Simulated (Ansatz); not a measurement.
Reaction (formal exchange of groups at the Si–N bond): `O[SiH2]N[SiH](O)O` + `CC#N` → `C[SiH](O)O` + `N#CN[SiH2]O`

Program: Ansatz. Geometries: PBE0-D4/def2-TZVP. ΔE: electronic, gas phase. CBS: MP2 limit from def2 TZ/QZ plus the TZ coupled-cluster correction, frozen cores. This one scheme is used for every species. DFT in def2-TZVPP. B3LYP here is the variant with VWN-RPA as its local correlation; programs differ in this. One conformer a species, not always the lowest.

Question: Is it downhill or uphill in electronic energy at CCSD(T)/CBS, and by how much? (An estimate is asked.)

Answer: The calculation gave: Uphill: ΔE = +1.18 eV.

Question: What do these levels give: PBE-D4, B97M-V, BHLYP-D4, CAM-B3LYP-D4, ωB97M-V, B3LYP, r2SCANh, CAM-B3LYP, LC-ωPBE, SCS-MP2/def2-TZVPP, MP2/def2-QZVPP, CCSD/CBS(def2)? (Best estimate.)

Answer: The calculation gave: PBE-D4 0.98, B97M-V 1.13, BHLYP-D4 1.17, CAM-B3LYP-D4 1.12, ωB97M-V 1.14, B3LYP 1.03, r2SCANh 1.08, CAM-B3LYP 1.09, LC-ωPBE 1.05, SCS-MP2/def2-TZVPP 1.18, MP2/def2-QZVPP 1.19, CCSD/CBS(def2) 1.19 eV.

Question: What do rigid-rotor, harmonic-oscillator terms from PBE0-D4/def2-TZVP frequencies (298.15 K, 1 bar) make of the CCSD(T)/CBS value? (Best estimate.)

Answer: The calculation gave: ΔZPE = -0.04 eV, ΔH = +1.15 eV, ΔS = 25 J/(mol·K), ΔG = +1.07 eV.

Largest T1 diagnostic among the species: 0.013.

At CCSD(T), def2-SVP lies −0.06 eV from the extrapolated value and def2-TZVPP −0.02 eV. From PBE to PBE0 (25 % exact exchange), in def2-TZVPP and without D4, ΔE moves by +0.06 eV.
